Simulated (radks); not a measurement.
Values are calculated unless marked as measured or tabulated.
Excited configurations of Mg: one electron is placed in a higher orbital outside [Ne] 3s1. The ground configuration is [Ne] 3s2. Code: a radial shooting solver on a logarithmic mesh with Libxc functionals. Model: scalar-relativistic Kohn-Sham, PBE, spin-polarised, spherical densities, finite nucleus; open shells are filled with parallel spins first; Fermi nuclear charge, rms radius 3.057 fm. Excitation = E - E(ground); binding = E(ion) - E, where the ion is the core of charge +1; n* = 1/sqrt(2 binding) in atomic units, and the quantum defect is n - n*.

| outer orbital | excitation (eV) | binding (eV) | n* | quantum defect |
|---|---|---|---|---|
| 3p | 2.723 | 4.900 | 1.666 | 1.334 |
| 4f | 6.655 | 0.969 | 3.748 | 0.252 |
| 5d | 6.834 | 0.789 | 4.153 | 0.847 |
| 6s | 6.724 | 0.899 | 3.890 | 2.110 |
| 7s | 7.008 | 0.616 | 4.701 | 2.299 |

The Delta-SCF ionisation energy is 7.623 eV (NIST Atomic Spectra Database: 7.646 eV, measured). Self-interaction in the functional shifts the binding energies and quantum defects, so they are the method's values and not measured ones.
